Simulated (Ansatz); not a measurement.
CH3NSTe, SMILES `N=C(S)[TeH]`, relaxed with RKS PBE0-D4/def2-TZVP in the Gaussian-basis code of Ansatz from a PBE-D4/def2-SVP geometry. The force threshold is 0.005 eV/Å; the program also tests the step.

Total charge 0; spin multiplicity 1. Te: def2 effective core potential.

Start:

```xyz
7

N    -0.686   -0.519   -1.572
C    -0.195   -0.144   -0.462
S     1.392    0.667   -0.248
Te   -1.416   -0.569    1.279
H    -0.106   -0.245   -2.384
H     1.171    1.152    1.005
H    -0.160   -0.342    2.380
```

| step | energy (eV) | largest force (eV/Å) | largest move (Å) |
| --- | --- | --- | --- |
| 1 | -20698.6990 | 0.891 | 0.000 |
| 2 | -20698.7383 | 0.302 | 0.063 |
| 3 | -20698.7448 | 0.126 | 0.035 |
| 4 | -20698.7451 | 0.150 | 0.024 |
| 5 | -20698.7455 | 0.108 | 0.022 |
| 6 | -20698.7467 | 0.016 | 0.024 |
| 7 | -20698.7469 | 0.010 | 0.021 |
| 8 | -20698.7469 | 0.008 | 0.009 |
| 9 | -20698.7469 | 0.009 | 0.012 |
| 10 | -20698.7469 | 0.006 | 0.003 |
| 11 | -20698.7469 | 0.004 | 0.003 |

End:

```xyz
7

N    -0.674   -0.511   -1.551
C    -0.197   -0.146   -0.447
S     1.351    0.691   -0.265
Te   -1.379   -0.620    1.252
H    -0.111   -0.229   -2.353
H     1.204    1.076    1.010
H    -0.194   -0.260    2.355
```

It took 31 s on 4 threads of a server CPU on a shared host, with 0.44 GiB of host memory at the peak.
